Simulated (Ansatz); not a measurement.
Geometry optimisation, Ansatz 0.2.0, RKS CAM-B3LYP-D4/def2-SVP.

Input:

```yaml
crystal:
  periodic: [false, false, false]
  atoms:
    - { symbol: Cl, position_ang: [-1.7272, -2.3659, 1.2567] }
    - { symbol: B, position_ang: [-0.7443, -0.9846, 0.5163] }
    - { symbol: B, position_ang: [0.7781, -0.9304, -0.207] }
    - { symbol: C, position_ang: [0.8051, 0.6502, -0.4661] }
    - { symbol: Al, position_ang: [-1.0064, 1.0229, 0.2295] }
    - { symbol: H, position_ang: [1.6319, -1.7378, -0.4056] }
    - { symbol: H, position_ang: [1.5554, 1.177, 0.0971] }
    - { symbol: H, position_ang: [-1.66524, 2.30165, -0.32033] }
    - { symbol: H, position_ang: [-2.0294, 2.2496, 0.5184] }
basis:
  gaussian: { orbitals: def2-SVP }
hamiltonian:
  xc: cam_b3lyp
  dispersion: d4
relax:
  f_tol: 0.02
  max_steps: 50
output:
  orbitals: {}
```

Launched with:

```bash
$ ansatz run input.yaml --threads 2 --pin off --max-ram 3072MiB --backend cpu --events-out ev --progress --plain --runs-dir out
```

Q: Where does it end, and by what steps?

A: The run converged. The force dipped under the threshold on the way, but the program's further checks kept it going. After 40 steps the energy has fallen by 3.767 eV; H9 moved furthest, 1.59 Å. Parted: Al5–H8 (1.54 → 3.39 Å), Al5–H9 (1.62 → 3.72 Å). Joined: B3–Al5 (2.68 → 2.25 Å).

| step | energy less start (eV) | largest force component (eV/Å) | accepted |
| --- | --- | --- | --- |
| 0 | 0.0000 | 5.010 | yes |
| 2 | -2.8946 | 2.323 | yes |
| 4 | -3.5306 | 0.875 | yes |
| 6 | -3.7281 | 0.252 | yes |
| 8 | -3.7577 | 0.097 | yes |
| 10 | -3.7625 | 0.103 | yes |
| 12 | -3.7636 | 0.036 | yes |
| 14 | -3.7639 | 0.032 | yes |
| 16 | -3.7641 | 0.026 | yes |
| 18 | -3.7643 | 0.056 | yes |
| 20 | -3.7647 | 0.047 | yes |
| 22 | -3.7648 | 0.061 | yes |
| 24 | -3.7652 | 0.039 | yes |
| 26 | -3.7655 | 0.022 | yes |
| 28 | -3.7657 | 0.029 | yes |
| 30 | -3.7659 | 0.028 | yes |
| 32 | -3.7660 | 0.011 | yes |
| 34 | -3.7662 | 0.014 | yes |
| 36 | -3.7663 | 0.025 | yes |
| 38 | -3.7664 | 0.034 | yes |
| 40 | -3.7665 | 0.016 | yes |

```xyz
9
Properties=species:S:1:pos:R:3
Cl -1.047 -3.364 1.205
B -0.605 -1.783 0.727
B 0.713 -0.951 0.049
C 0.554 0.493 -0.167
Al -1.141 0.213 0.550
H 1.683 -1.633 -0.200
H 1.241 1.231 -0.577
H -1.550 3.471 -0.280
H -2.250 3.706 -0.087
```

Run time: 88 s on 2 threads of Intel(R) Xeon(R) Platinum 8488C (Sapphire Rapids), on a shared host, peak memory 0.28 GiB.
